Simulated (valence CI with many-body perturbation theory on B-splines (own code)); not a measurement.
## E1 transitions of Ge²⁷⁺

Computed by valence CI with perturbative core correlation (CI+MBPT): three valence electrons over a frozen Dirac-Fock core [He], a basis of 11 s, 11 p, 9 d, 7 f, 5 g, 2 h, 1 i functions for each j, with the one-electron correlation potential Σ1, the two-electron term Σ2, the three-electron term Σ3, Breit, model QED; selected CI, second order for the rest (own B-spline code, finite nucleus).

No measured spectrum was set against this ion. As an estimate, large intervals hold to a few tenths of a per cent, small ones and those within an open d or f shell to about a per cent.

Lines 151 to 200 of 249 in falling wavelength, among levels below 1859.8 eV, chosen from the strongest by gf and those to the six lowest levels. Wavelengths and rates use the calculated energies. Electric multipoles are in the length gauge, E1 and E2 with the static RPA response of the core. Weak lines are less certain than strong ones. Lines between different terms over intervals too small for the method are left out, as are lines whose strength nearly cancels. The highest levels of a list are the least certain.

Levels are named by their leading jj configuration (3d3/2^4 stands for four electrons in 3d with j = 3/2), which in mixed levels can hold well under half, so a name can repeat and another be missing. Letters in brackets count levels of one name in rising energy.

| λ vac (Å) | Upper | Lower | A (s⁻¹) | S (a.u.) |
| --- | --- | --- | --- | --- |
| 7.504 | (2s 2p3/2 3d5/2) J=1/2 | (2s 2p1/2 2p3/2) J=3/2 [b] | 4.34e+11 | 1.81e-04 |
| 7.487 | (2s 2p3/2 3s) J=3/2 [b] | (2s 2p1/2 2p3/2) J=3/2 [a] | 3.68e+11 | 3.05e-04 |
| 7.483 | (2s 2p1/2 3d3/2) J=3/2 [a] | (2s 2p1/2^2) J=1/2 | 2.63e+12 | 2.18e-03 |
| 7.471 | (2s 2p1/2 3d5/2) J=5/2 [b] | (2s 2p1/2 2p3/2) J=3/2 [a] | 5.68e+12 | 7.01e-03 |
| 7.461 | (2s 2p3/2 3d3/2) J=5/2 [b] | (2s 2p3/2^2) J=5/2 | 3.62e+12 | 4.46e-03 |
| 7.460 | (2s 2p3/2 3d5/2) J=7/2 [c] | (2s 2p3/2^2) J=5/2 | 2.73e+13 | 4.48e-02 |
| 7.454 | (2p1/2 2p3/2 3p3/2) J=5/2 [b] | (2s 2p3/2^2) J=3/2 | 2.11e+12 | 2.59e-03 |
| 7.450 | (2s 2p3/2 3d5/2) J=7/2 [a] | (2s 2p1/2 2p3/2) J=5/2 | 4.92e+13 | 8.03e-02 |
| 7.448 | (2s 2p3/2 3d3/2) J=3/2 [b] | (2s 2p1/2 2p3/2) J=1/2 | 2.27e+13 | 1.85e-02 |
| 7.448 | (2s 2p1/2 3p1/2) J=3/2 | (2s^2 2p3/2) J=3/2 | 1.33e+12 | 1.08e-03 |
| 7.447 | (2s 2p3/2 3d3/2) J=5/2 [a] | (2s 2p1/2 2p3/2) J=5/2 | 3.48e+13 | 4.25e-02 |
| 7.440 | (2s 2p3/2 3d3/2) J=3/2 [a] | (2s 2p1/2 2p3/2) J=5/2 | 1.75e+13 | 1.42e-02 |
| 7.427 | (2s 2p3/2 3d3/2) J=1/2 [b] | (2s 2p1/2 2p3/2) J=1/2 | 3.15e+13 | 1.27e-02 |
| 7.422 | (2s 2p1/2 3d3/2) J=3/2 [b] | (2s 2p1/2^2) J=1/2 | 4.22e+13 | 3.41e-02 |
| 7.420 | (2s 2p3/2 3d5/2) J=5/2 [a] | (2s 2p1/2 2p3/2) J=5/2 | 3.06e+12 | 3.70e-03 |
| 7.419 | (2s 2p1/2 3d3/2) J=1/2 | (2s 2p1/2^2) J=1/2 | 6.82e+13 | 2.75e-02 |
| 7.408 | (2s 2p1/2 3p3/2) J=3/2 [a] | (2s^2 2p3/2) J=3/2 | 5.71e+11 | 4.58e-04 |
| 7.402 | (2s 2p3/2 3d3/2) J=5/2 [b] | (2s 2p1/2 2p3/2) J=3/2 [b] | 4.86e+13 | 5.84e-02 |
| 7.396 | (2s 2p3/2 3d3/2) J=3/2 [b] | (2s 2p1/2 2p3/2) J=3/2 [b] | 1.09e+13 | 8.67e-03 |
| 7.394 | (2s 2p3/2 3s) J=3/2 [b] | (2s 2p1/2^2) J=1/2 | 2.45e+12 | 1.95e-03 |
| 7.392 | (2s^2 3d3/2) J=3/2 | (2s^2 2p1/2) J=1/2 | 4.19e+13 | 3.34e-02 |
| 7.389 | (2s 2p3/2 3d3/2) J=5/2 [a] | (2s 2p1/2 2p3/2) J=3/2 [a] | 1.74e+13 | 2.08e-02 |
| 7.386 | (2s 2p1/2 3p3/2) J=1/2 | (2s^2 2p3/2) J=3/2 | 8.79e+11 | 3.50e-04 |
| 7.384 | (2s 2p1/2 3p3/2) J=5/2 | (2s^2 2p3/2) J=3/2 | 3.44e+11 | 4.10e-04 |
| 7.382 | (2s 2p3/2 3d3/2) J=3/2 [a] | (2s 2p1/2 2p3/2) J=3/2 [a] | 3.21e+13 | 2.55e-02 |
| 7.379 | (2s 2p3/2 3d3/2) J=1/2 [a] | (2s 2p1/2 2p3/2) J=3/2 [a] | 4.47e+13 | 1.77e-02 |
| 7.379 | (2s 2p3/2 3d5/2) J=5/2 [b] | (2s 2p1/2 2p3/2) J=3/2 [b] | 1.55e+12 | 1.84e-03 |
| 7.379 | (2s 2p3/2 3s) J=3/2 [c] | (2s 2p1/2^2) J=1/2 | 9.68e+11 | 7.68e-04 |
| 7.378 | (2s 2p3/2 3d5/2) J=7/2 [b] | (2s 2p1/2 2p3/2) J=5/2 | 1.88e+12 | 2.98e-03 |
| 7.375 | (2s 2p3/2 3d3/2) J=1/2 [b] | (2s 2p1/2 2p3/2) J=3/2 [b] | 3.02e+12 | 1.19e-03 |
| 7.363 | (2s 2p1/2 3p3/2) J=3/2 [b] | (2s^2 2p3/2) J=3/2 | 1.92e+11 | 1.51e-04 |
| 7.362 | (2s 2p3/2 3d5/2) J=3/2 [b] | (2s 2p1/2 2p3/2) J=3/2 [b] | 2.51e+11 | 1.97e-04 |
| 7.354 | (2p1/2 2p3/2 3p1/2) J=1/2 | (2s 2p1/2 2p3/2) J=3/2 [b] | 1.27e+12 | 4.98e-04 |
| 7.340 | (2s 2p3/2 3d5/2) J=3/2 [a] | (2s 2p1/2 2p3/2) J=3/2 [a] | 2.05e+11 | 1.60e-04 |
| 7.331 | (2p1/2 2p3/2 3p3/2) J=3/2 [a] | (2s 2p1/2 2p3/2) J=1/2 | 3.16e+12 | 2.46e-03 |
| 7.317 | (2s 2p1/2 3p1/2) J=1/2 [a] | (2s^2 2p1/2) J=1/2 | 4.08e+12 | 1.58e-03 |
| 7.312 | (2p1/2 2p3/2 3p1/2) J=5/2 | (2s 2p1/2 2p3/2) J=3/2 [b] | 3.12e+11 | 3.61e-04 |
| 7.300 | (2p1/2 2p3/2 3p3/2) J=5/2 [a] | (2s 2p1/2 2p3/2) J=3/2 [b] | 5.32e+11 | 6.12e-04 |
| 7.292 | (2p1/2 2p3/2 3p3/2) J=1/2 | (2s 2p1/2 2p3/2) J=3/2 [b] | 1.27e+12 | 4.87e-04 |
| 7.290 | (2p1/2 2p3/2 3p3/2) J=3/2 [b] | (2s 2p1/2 2p3/2) J=1/2 | 4.79e+12 | 3.67e-03 |
| 7.290 | (2s 2p3/2 3p1/2) J=3/2 [a] | (2s^2 2p3/2) J=3/2 | 6.24e+12 | 4.77e-03 |
| 7.288 | (2s 2p1/2 3p1/2) J=3/2 | (2s^2 2p1/2) J=1/2 | 3.04e+12 | 2.32e-03 |
| 7.280 | (2p1/2 2p3/2 3p3/2) J=3/2 [a] | (2s 2p1/2 2p3/2) J=3/2 [b] | 3.99e+12 | 3.04e-03 |
| 7.278 | (2s 2p3/2 3p1/2) J=5/2 | (2s^2 2p3/2) J=3/2 | 8.04e+12 | 9.17e-03 |
| 7.264 | (2s 2p3/2 3d3/2) J=5/2 [b] | (2s 2p1/2 2p3/2) J=5/2 | 2.22e+11 | 2.52e-04 |
| 7.263 | (2s 2p3/2 3d5/2) J=7/2 [c] | (2s 2p1/2 2p3/2) J=5/2 | 1.05e+12 | 1.58e-03 |
| 7.258 | (2s 2p3/2 3p3/2) J=3/2 [a] | (2s^2 2p3/2) J=3/2 | 9.97e+12 | 7.53e-03 |
| 7.254 | (2p1/2 2p3/2 3p1/2) J=3/2 [b] | (2s 2p1/2 2p3/2) J=3/2 [b] | 2.91e+11 | 2.19e-04 |
| 7.251 | (2s 2p3/2 3d5/2) J=3/2 [a] | (2s 2p1/2^2) J=1/2 | 3.61e+11 | 2.72e-04 |
| 7.250 | (2s 2p1/2 3p3/2) J=3/2 [a] | (2s^2 2p1/2) J=1/2 | 6.42e+12 | 4.83e-03 |
